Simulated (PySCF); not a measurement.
PySCF input file for HNSi, SMILES N#[SiH], PBE/pcSseg-2. Geometry optimised at B3LYP-D3(BJ)/def2-TZVPD.

```python
import numpy as np
from pyscf import gto, scf, dft
from pyscf.prop.nmr import rks as nmr

mol = gto.M(
    atom='''
    H     0.00000000    0.00000000   -1.91201245
    Si    0.00000000    0.00000000   -0.42891715
    N     0.00000000    0.00000000    1.13097893
    ''',
    basis='pcSseg-2',
    charge=0,
    spin=0,
    max_memory=1600,
    verbose=3,
)
mf = dft.RKS(mol, xc='pbe')
mf.grids.level = 3
mf.conv_tol = 1e-10
mf.max_cycle = 100
mf.kernel()
n = nmr.NMR(mf)
n.verbose = 2
n.max_cycle_cphf = 60
sigma = n.kernel()
print('atom   isotropic/ppm   span/ppm')
for i, s in enumerate(sigma):
    w = np.linalg.eigvalsh((s + s.T) / 2)
    print(f'{mol.atom_symbol(i):2s}{i + 1:3d} {w.mean():14.3f} {w[2] - w[0]:11.3f}')
```

Output:

```
converged SCF energy = -344.548528314417
atom   isotropic/ppm   span/ppm
H   1         23.766      18.617
Si  2        332.907     820.819
N   3       -212.076     832.492
```

Self-consistency was reached.
